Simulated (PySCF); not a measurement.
## ZnPb: frontier orbitals

LDA at R = 2.718 Å; PySCF, scalar-relativistic core potentials, basis sets Zn def2-SVP, Pb def2-SVP with ECP60. State: ³Σ⁻ (triplet), unpaired electrons π ↑↑. Only the outer orbitals are listed, counted within each symmetry, core potentials removing the inner ones.

| spin | orbital | occ. | ε (eV) | on Zn (%) | main shells (%) |
| --- | --- | --- | --- | --- | --- |
| α | 11σ | 1 | -6.85 | 76 | 76 Zn s, 19 Pb p |
| α | 6π | 1 | -3.85 | 7 | 92 Pb p |
| α | 6π | 1 | -3.85 | 7 | 92 Pb p |
| α | 12σ | 0 | -3.50 | 46 | 55 Pb p, 24 Zn p, 22 Zn s |
| α | 7π | 0 | 0.00 | 88 | 88 Zn p, 8 Pb p |
| α | 7π | 0 | 0.00 | 88 | 88 Zn p, 8 Pb p |
| β | 10σ | 1 | -10.91 | 75 | 71 Zn d, 25 Pb s |
| β | 11σ | 1 | -6.59 | 81 | 81 Zn s, 14 Pb p |
| β | 12σ | 0 | -3.16 | 44 | 57 Pb p, 27 Zn p, 16 Zn s |
| β | 6π | 0 | -2.88 | 12 | 88 Pb p, 12 Zn p |
| β | 6π | 0 | -2.88 | 12 | 88 Pb p, 12 Zn p |

Problem. Which are the highest filled and the lowest empty level, where do they sit, and how wide is the gap?

Solution. Highest filled α 6π at -3.85 eV (in %: 92 Pb p); lowest empty α 12σ at -3.50 eV (in %: 55 Pb p, 24 Zn p, 22 Zn s); the gap at LDA is 0.35 eV.

The bond order (Mayer) is 0.91 and the ⟨S²⟩ is 2.005. The charge on Zn (Mulliken, basis-dependent) is 0.18, the charge on Zn (Löwdin, basis-dependent) is 0.33 and the dipole moment (positive dipole means Zn(−)Pb(+)) is -2.16 D. The polarisability along the bond is 117.7 bohr³ and the polarisability across the bond is 57.1 bohr³.

These are scalar-relativistic numbers at best; spin–orbit coupling would shift them, the dissociation energy most. The state was picked by a PBE0 search and need not be the measured ground state.
